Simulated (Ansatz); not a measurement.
Ideal-gas functions of CH3AlBF (`F[B]1[CH2][AlH]1`) at 600 K and 1 bar, from an Ansatz frequency run at PBE0-D4/def2-TZVP.

Molar mass 71.83 g/mol, point group C1 (symmetry number 1), electronic degeneracy 1, moments of inertia 34.829, 127.868, 161.436 u Å². Harmonic wavenumbers (cm⁻¹, unscaled): 163, 283, 370, 425, 469, 482, 629, 744, 848, 1045, 1448, 1515, 1920, 2951, 3137.

Use S(trans) = R[1.5 ln M + 2.5 ln T − 1.1517]; rotational temperatures θ = 24.2544 K / I; S(rot) = R[ln(√π/σ · √(T³/θAθBθC)) + 1.5]; for each mode x = 1.438777 ν̃/T, S = R[x/(eˣ − 1) − ln(1 − e⁻ˣ)] and H = RT x/(eˣ − 1); 1 cm⁻¹ = 0.0119627 kJ/mol; R = 8.31446 J/(mol·K).

Problem. By hand: the entropy, in J/(mol·K).

Solution. Translation 176.7. Rotation: θ = 0.6964, 0.1897, 0.1502 K, giving 113.3. Vibration, mode by mode: 16.18, 11.70, 9.58, 8.51, 7.76, 7.56, 5.64, 4.52, 3.71, 2.56, 1.19, 1.04, 0.47, 0.06, 0.04, in all 80.5. Electronic 0.0. Sum 370.5 J/(mol·K).

Problem. By hand: H − E and G − E in kJ/mol, counted from the electronic energy.

Solution. Zero-point energy ½ × 16429 × 0.0119627 = 98.3; thermal vibration 26.8; translation, rotation and pV give 4 RT = 20.0. H − E = 145.1 kJ/mol, and G − E = 145.1 − 600 × 370.5/1000 = -77.2 kJ/mol.

Vibration gives 22 % of the entropy. The sum counts one conformer and one mirror image; others add a mixing term.
